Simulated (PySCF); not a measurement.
Calculation: ωB97X-D3(BJ)/def2-TZVP // PBE0-D3(BJ)/def2-TZVP in PySCF. Gas-phase values, no solvent. 

Reference species (SMILES): `[F][Sn]([F])([F])[F]` (neutral, multiplicity 1).

```json
{
  "HOMO": "-15.08 eV"
}
```

Changed species: `[SnH4]` (whole molecule; the reference has whole molecule).

Question: What does the change do to the HOMO?

Answer: the HOMO increases by 3.43 eV, to -11.65 eV.
